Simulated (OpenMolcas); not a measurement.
**Pt4+: input and output**

Input:

```
&GATEWAY
Coord
1

Pt 0.0 0.0 0.0
Basis=ANO-R1
Group=XYZ
NoMove
AngMom=0.0 0.0 0.0
AMFI
&SEWARD
&RASSCF
FileOrb=start.orb
Symmetry=1
Spin=5
nActEl=6 0 0
Inactive=15 19
Ras2=5 0
CIRoot=5 5 1
SDav=5
CIMx=300
Iter=120 100
PrWF=0.3
OrbListing=Nothing
MaxOrb=0
Atom
>>> COPY $Project.JobIph JOB001
&RASSCF
FileOrb=start.orb
Symmetry=1
Spin=3
nActEl=6 0 0
Inactive=15 19
Ras2=5 0
CIRoot=45 45 1
SDav=45
CIMx=300
Iter=120 100
PrWF=0.3
OrbListing=Nothing
MaxOrb=0
Atom
CIOnly
>>> COPY $Project.JobIph JOB002
&RASSCF
FileOrb=start.orb
Symmetry=1
Spin=1
nActEl=6 0 0
Inactive=15 19
Ras2=5 0
CIRoot=50 50 1
SDav=50
CIMx=300
Iter=120 100
PrWF=0.3
OrbListing=Nothing
MaxOrb=0
Atom
CIOnly
>>> COPY $Project.JobIph JOB003
&RASSI
NrOfJobIphs=3 5 35 13
1 2 3 4 5
1 2 3 4 5 6 7 8 9 10 11 12 13 14 15 16 17 18 19 20 21 22 23 24 25 26 27
28 29 30 31 32 33 34 35
1 2 3 4 5 6 7 8 9 10 11 12 13
IphNames
JOB001
JOB002
JOB003
EJob
SpinOrbit
DIPRint=1.0
SOCoupling=1000.0
Subsets=2
MEES
Property=10
'ANGMOM' 1 'ANGMOM' 2 'ANGMOM' 3 'MLTPL  1' 1 'MLTPL  1' 2 'MLTPL  1' 3
'AMFI' 1 'AMFI' 2 'AMFI' 3 'MLTPL  2' 6
SOProperty=3
'ANGMOM' 1 'ANGMOM' 2 'ANGMOM' 3
```

Launched by
```bash
OMP_NUM_THREADS=1 MOLCAS_MEM=2252 MOLCAS_PROJECT=a pymolcas a.inp > a.log  # once for each step of the input, in one work folder
```

A driver script runs the steps one by one and writes start.orb anew before each from the orbitals found so far, so a CI-only block uses the converged orbitals of the first block.

Output, cut to the results:

```
--- SEWARD ---
Basis set label: PT.ANO-R...7S5P4D2F.

      Electronic valence basis set:
      ------------------
      Associated Effective Charge  78.000000 au
      Associated Actual Charge     78.000000 au
      Nuclear Model: Finite nucleus - Gaussian distribution
        Gaussian exponent, Xi/bohr**(-2):  1.43099E+08

      Shell  nPrim  nBasis  Cartesian Spherical Contaminant
         s      26       7        X
         p      20       5        X
         d      15       4                 X
         f      10       2                 X
                  Relativistic X2C integrals
                  Atomic mean-field integrals
--- RASSCF ---
Wave function specifications:
      -----------------------------

      Number of closed shell electrons          68
      Number of electrons in active shells       6
      Max number of holes in RAS1 space          0
      Max nr of electrons in RAS3 space          0
      Number of inactive orbitals               34
      Number of active orbitals                  5
      Number of secondary orbitals              17
      Spin quantum number                      2.0
      State symmetry                             1
Orbital specifications:
      -----------------------

      Symmetry species                           1   2
                                                ag  au
      Frozen orbitals                            0   0
      Inactive orbitals                         15  19
      Active orbitals                            5   0
      RAS1 orbitals                              0   0
      RAS2 orbitals                              5   0
      RAS3 orbitals                              0   0
      Secondary orbitals                         7  10
      Deleted orbitals                           0   0
      Number of basis functions                 27  29
      Number of CSFs                             5
      Number of root(s) required                 5
      Iter CI   SX   CI       RASSCF       Energy    max ROT     max BLB   max BLB  Level Ln srch  Step   QN
          iter iter root      energy       change     param      element    value   shift minimum  type update
 Nr of preliminary CI iterations:   1
      Total energies have been shifted. Add               -18000.00 au
        1   1    2    0  -406.77116897    0.00E+00  -2.91E-09    2  22 1  1.49E-07   0.00   0.00    SX    NO
        2   1    1    0  -406.77116897   -4.73E-11   0.00E+00   15  22 1  2.97E-09   0.00   0.00    SX    NO
        3   1    1    0  -406.77116897   -2.18E-11   0.00E+00   15  22 1  2.97E-09   0.00   0.00    SX    NO
        4   1    1    0  -406.77116897    1.82E-11   0.00E+00   15  22 1  2.97E-09   0.00   0.00    SX    NO
      Convergence after  4 iterations
        5   1    1    0  -406.77116897    3.64E-12   0.00E+00   15  22 1  2.97E-09   0.00   0.00    SX    NO
      Natural orbitals and occupation numbers for root  1
      sym 1:   1.000000   1.000000   2.000000   1.000000   1.000000
      Natural orbitals and occupation numbers for root  2
      sym 1:   1.000000   1.000000   1.000000   1.000000   2.000000
      Natural orbitals and occupation numbers for root  3
      sym 1:   1.000000   2.000000   1.000000   1.000000   1.000000
::    RASSCF root number  1 Total energy: -18406.77116897
::    RASSCF root number  2 Total energy: -18406.77116897
::    RASSCF root number  3 Total energy: -18406.77116897
::    RASSCF root number  4 Total energy: -18406.77116897
::    RASSCF root number  5 Total energy: -18406.77116897
--- RASSCF ---
Wave function specifications:
      -----------------------------

      Number of closed shell electrons          68
      Number of electrons in active shells       6
      Max number of holes in RAS1 space          0
      Max nr of electrons in RAS3 space          0
      Number of inactive orbitals               34
      Number of active orbitals                  5
      Number of secondary orbitals              17
      Spin quantum number                      1.0
      State symmetry                             1
Orbital specifications:
      -----------------------

      Symmetry species                           1   2
                                                ag  au
      Frozen orbitals                            0   0
      Inactive orbitals                         15  19
      Active orbitals                            5   0
      RAS1 orbitals                              0   0
...
--- RASSI ---
SPIN-FREE ENERGIES:
  (Shifted by EMIN (a.u.) =     -18406.7711689697)

 SF State       Relative EMIN(au)   Rel lowest level(eV)    D:o, cm**(-1)      L_eff

     1             0.0000000000        0.0000000000              0.0000         2.0
     2             0.0000000000        0.0000000000              0.0000         2.0
     3             0.0000000000        0.0000000000              0.0000         2.0
     4             0.0000000000        0.0000000000              0.0000         2.0
     5             0.0000000000        0.0000000000              0.0000         2.0
     6             0.0866459408        2.3577561605          19016.5859         5.0
     7             0.0866459408        2.3577561605          19016.5859         5.0
     8             0.0866459408        2.3577561605          19016.5859         5.0
     9             0.0866459408        2.3577561605          19016.5859         5.0
    10             0.0866459408        2.3577561605          19016.5859         5.0
    11             0.0866459408        2.3577561605          19016.5859         5.0
    12             0.0866459408        2.3577561605          19016.5859         5.0
    13             0.0866459408        2.3577561605          19016.5859         5.0
    14             0.0866459408        2.3577561605          19016.5859         5.0
    15             0.0866459408        2.3577561605          19016.5859         5.0
    16             0.0866459408        2.3577561605          19016.5859         5.0
    17             0.0977925679        2.6610713367          21462.9878         1.0
    18             0.0977925679        2.6610713367          21462.9878         1.0
    19             0.0977925679        2.6610713367          21462.9878         1.0
    20             0.0996403956        2.7113532913          21868.5391         3.0
    21             0.0996403956        2.7113532913          21868.5391         3.0
...
```

Levels above the lowest, from the spin-orbit matrix, grouped by J:

```tsv
Configuration	Term	J	E (cm⁻¹)	g	Term weight %	Second
5d⁶	⁵D	4	0.0	1.466	87	13 ³F
5d⁶	⁵D	3	7327	1.470	91	6 ³F
5d⁶	⁵D	2	7456	1.476	67	26 ³P
5d⁶	⁵D	1	11479	1.463	81	15 ³P
5d⁶	⁵D	0	13759		88	12 ³P
5d⁶	³H	6	22905	1.139	83	17 ¹I
5d⁶	³H	5	22944	1.113	52	48 ³G
```

Some high roots are left out of the spin-orbit mixing, which shifts the levels that they would mix with. Without dynamic correlation excited terms often stand tens of per cent too high (terms of higher spin than the ground term too low), and those without a measured partner can miss by more than the paired ones. Terms from blocks run as CI alone lack orbitals of their own. The basis is small and was not contracted for so high a charge. Levels of configurations outside the active space are missing. The first state left out of the spin-orbit step lies near 30000 cm-1 above the lowest spin-free state of the reference (among the parities and spins computed), and the list stops at four fifths of that energy or lower.

The RASSCF and RASSI steps took 16 s on 1 thread of Arm Neoverse V1, on a shared host; the integral step is not counted.

The term weight is that of the spin-free term in the level, not the purity of its configuration.
